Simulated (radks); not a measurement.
Spherical quantum dot in the effective-mass picture: electrons in a hard-walled sphere of radius 5.75, with a point charge +1 (a donor) at the centre, all in effective atomic units (hartree* = m*/eps^2 hartree, bohr* = eps/m* bohr), one dielectric constant everywhere. Calculated with a radial shooting solver with Libxc functionals: non-relativistic Kohn-Sham, r2SCAN, spin-polarised, spherical densities, generalised Kohn-Sham scheme. Levels are named by radial order and angular momentum (1s, 1p, 1d, 2s, ...), and open shells are averaged over m.

N = 3, configuration 1s2 1p(up 1, down 0). This is the lowest configuration that the search found. Occupied and some empty levels:

level,occupation,eigenvalue (hartree*),<r> (bohr*)
1s up,1,0.37997,2.292
1s down,1,0.39754,1.999
1p up,1,0.61518,3.450
1p down,0,0.66805,3.363
2s up,0,0.74204,2.814
2s down,0,0.75938,2.988
1d up,0,0.82904,3.761
1d down,0,0.88134,3.701
1f up,0,1.0896,3.962
1f down,0,1.1391,3.909

Energy (hartree*): total 0.0325041, kinetic 0.86431, external -1.7499, Hartree 1.5846, exchange-correlation -0.66648.

Electron density:

r (bohr*),n(r) (e/bohr*^3)
0.259,0.1957
0.692,0.08750
1.12,0.04294
1.56,0.02364
1.99,0.01472
2.42,0.01021
2.86,0.007585
3.29,0.005667
3.72,0.004031
4.16,0.002570
4.59,0.001356
5.02,0.0005064
5.46,0.00007477
